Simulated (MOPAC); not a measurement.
Job for MOPAC: PM3 on CH6GaN (SMILES C[NH][GaH2]), a point of a bond scan (R = 1.362 Å).

```
PM3 1SCF PRECISE CHARGE=0 THREADS=1
CH6GaN

Ga    -0.38552085 1     0.59219483 1     0.38547984 1
H     -0.35620831 1     1.04055650 1     1.88089773 1
H     -1.21326902 1     1.21780911 1    -0.78284021 1
N      0.66953217 1    -0.82999472 1    -0.05613421 1
C      0.83297337 1    -1.44977301 1    -1.35901371 1
H      1.41856860 1    -1.42430955 1     0.91396915 1
H      0.53149662 1    -2.50342095 1    -1.35711350 1
H      1.86866607 1    -1.40063125 1    -1.71396656 1
H      0.21152158 1    -0.93352423 1    -2.09229175 1
```

Program output:

```
*******************************************************************************
 **                                                                           **
 **                              MOPAC v23.2.5                                **
 **                                                                           **
 *******************************************************************************
 ** MOPAC's Digital Object Identifier: https://doi.org/10.5281/zenodo.6511958 **
 **                                                                           **
 ** Please cite the open-source release paper for use of this MOPAC version:  **
 ** J. E. Moussa and J. J. P. Stewart (2026)                                  **
 ** MOPAC: An open-source semiempirical molecular orbital program             **
 ** J. Open Source Softw., 11(119), 8025, https://doi.org/10.21105/joss.08025 **
 *******************************************************************************

                              PM3 CALCULATION RESULTS

 *******************************************************************************
 *  PM3        - The PM3 Hamiltonian to be used
 *
 *
 *
 *                 CHARGE ON SYSTEM = 0
 *
 *
 *
 *  PRECISE    - TIGHTER CRITERIA TO BE USED
 *  1SCF       - DO 1 SCF AND THEN STOP
 *  THREADS=1  - MULTI-THREADING NOT USED
 *  T=         - A TIME OF 172800.0 SECONDS REQUESTED
 *  DUMP=N     - RESTART FILE WRITTEN EVERY 7200.0 SECONDS REQUESTED
 *******************************************************************************
PM3 1SCF PRECISE CHARGE=0 THREADS=1
 CH6GaN

   ATOM   CHEMICAL          X               Y               Z
  NUMBER   SYMBOL      (ANGSTROMS)     (ANGSTROMS)     (ANGSTROMS)

     1      Ga         -0.38552085  *   0.59219483  *   0.38547984  *
     2       H         -0.35620831  *   1.04055650  *   1.88089773  *
     3       H         -1.21326902  *   1.21780911  *  -0.78284021  *
     4       N          0.66953217  *  -0.82999472  *  -0.05613421  *
     5       C          0.83297337  *  -1.44977301  *  -1.35901371  *
     6       H          1.41856860  *  -1.42430955  *   0.91396915  *
     7       H          0.53149662  *  -2.50342095  *  -1.35711350  *
     8       H          1.86866607  *  -1.40063125  *  -1.71396656  *
     9       H          0.21152158  *  -0.93352423  *  -2.09229175  *



          CARTESIAN COORDINATES

    NO.       ATOM           X           Y           Z

     1        Ga         -0.3855      0.5922      0.3855
     2         H         -0.3562      1.0406      1.8809
     3         H         -1.2133      1.2178     -0.7828
     4         N          0.6695     -0.8300     -0.0561
     5         C          0.8330     -1.4498     -1.3590
     6         H          1.4186     -1.4243      0.9140
     7         H          0.5315     -2.5034     -1.3571
     8         H          1.8687     -1.4006     -1.7140
     9         H          0.2115     -0.9335     -2.0923

  H: (PM3): J. J. P. STEWART, J. COMP. CHEM. 10, 209 (1989).
  C: (PM3): J. J. P. STEWART, J. COMP. CHEM. 10, 209 (1989).
  N: (PM3): J. J. P. STEWART, J. COMP. CHEM. 10, 209 (1989).
 Ga: (PM3): J. J. P. STEWART, J. COMP. CHEM. 12, 320-341 (1991).

           Empirical Formula: C H6 N Ga  =     9 atoms



      MOLECULAR POINT GROUP   :   Cs


      RHF CALCULATION, NO. OF DOUBLY OCCUPIED LEVELS = 9


 -------------------------------------------------------------------------------
 PM3 1SCF PRECISE CHARGE=0 THREADS=1
 CH6GaN



     1SCF WAS SPECIFIED, SO BFGS WAS NOT USED
     SCF FIELD WAS ACHIEVED


                              PM3 CALCULATION
                                                       MOPAC v23.2.5 Linux




          FINAL HEAT OF FORMATION =         77.92103 KCAL/MOL =     326.02159 KJ/MOL


          COSMO AREA              =        107.17 SQUARE ANGSTROMS
          COSMO VOLUME            =         89.52 CUBIC ANGSTROMS

          IONIZATION POTENTIAL    =          9.954726 EV
          HOMO LUMO ENERGIES (EV) =         -9.955 -2.758
          NO. OF FILLED LEVELS    =          9
          MOLECULAR WEIGHT        =        101.8001         POINT GROUP:  Cs

          MOLECULAR DIMENSIONS (Angstroms)

            Atom       Atom       Distance
            H     7    H     2     4.88186
            H     6    H     3     3.89496
            H     8    H     7     1.73715


          SCF CALCULATIONS        =          1





   ATOM   CHEMICAL          X               Y               Z
  NUMBER   SYMBOL      (ANGSTROMS)     (ANGSTROMS)     (ANGSTROMS)

     1      Ga         -0.38552085  *   0.59219483  *   0.38547984  *
     2       H         -0.35620831  *   1.04055650  *   1.88089773  *
     3       H         -1.21326902  *   1.21780911  *  -0.78284021  *
     4       N          0.66953217  *  -0.82999472  *  -0.05613421  *
     5       C          0.83297337  *  -1.44977301  *  -1.35901371  *
     6       H          1.41856860  *  -1.42430955  *   0.91396915  *
     7       H          0.53149662  *  -2.50342095  *  -1.35711350  *
     8       H          1.86866607  *  -1.40063125  *  -1.71396656  *
     9       H          0.21152158  *  -0.93352423  *  -2.09229175  *

                             CARTESIAN COORDINATES

   1   Ga       -0.385520850     0.592194830     0.385479840
   2    H       -0.356208310     1.040556500     1.880897730
   3    H       -1.213269020     1.217809110    -0.782840210
   4    N        0.669532170    -0.829994720    -0.056134210
   5    C        0.832973370    -1.449773010    -1.359013710
   6    H        1.418568600    -1.424309550     0.913969150
   7    H        0.531496620    -2.503420950    -1.357113500
   8    H        1.868666070    -1.400631250    -1.713966560
   9    H        0.211521580    -0.933524230    -2.092291750


           Empirical Formula: C H6 N Ga  =     9 atoms



      MOLECULAR POINT GROUP   :   Cs


                  EIGENVALUES
 -33.13140 -22.21507 -17.48032 -16.21459 -15.24565 -13.92964 -11.44371 -11.18454
  -9.95473  -2.75822  -2.11731  -0.14080   0.53305   1.35396   3.08381   3.61057
   3.69701   4.18916


              NET ATOMIC CHARGES AND DIPOLE CONTRIBUTIONS

  ATOM NO.   TYPE          CHARGE      No. of ELECS.   s-Pop       p-Pop
    1         Ga          -0.144652        3.1447     1.08539     2.05926
    2          H           0.049251        0.9507     0.95075
    3          H           0.035791        0.9642     0.96421
    4          N          -0.081687        5.0817     1.49552     3.58617
    5          C          -0.109145        4.1091     1.14369     2.96546
    6          H           0.080773        0.9192     0.91923
    7          H           0.052115        0.9479     0.94788
    8          H           0.052116        0.9479     0.94788
    9          H           0.065437        0.9346     0.93456
 DIPOLE           X         Y         Z       TOTAL
 POINT-CHG.     0.493    -0.694    -0.295     0.901
 HYBRID         0.859    -1.175    -0.413     1.512
 SUM            1.352    -1.868    -0.707     2.412


          ATOMIC ORBITAL ELECTRON POPULATIONS

     Atom    s        px        py        pz
    1 Ga   1.08539   0.58562   0.51325   0.96039
    2  H   0.95075
    3  H   0.96421
    4  N   1.49552   1.30335   1.26430   1.01851
    5  C   1.14369   1.02352   1.00538   0.93655
    6  H   0.91923
    7  H   0.94788
    8  H   0.94788
    9  H   0.93456

 **********************
 *                    *
 * JOB ENDED NORMALLY *
 *                    *
 **********************




 == MOPAC DONE ==
```

The run finished.

Cost: very roughly 0.020 core-seconds.
